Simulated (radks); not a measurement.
Question: Method: Dirac Kohn-Sham, BLYP, spin-unpolarised, spherical densities, finite nucleus; open shells fill j = l - 1/2 first; Fermi nuclear charge, rms radius of each element as measured or else 0.836 A^(1/3) + 0.57 fm; computed with a radial shooting solver on a logarithmic mesh with Libxc functionals. Each species is in its NIST ground configuration. Rank Li, O, N, C, Ne, F, B, Be by radius at which the density is 0.001 e/bohr^3 (bohr), largest first.

Answer: Be 4.13, Li 4.12, B 3.92, C 3.69, N 3.49, O 3.30, F 3.14, Ne 2.99.
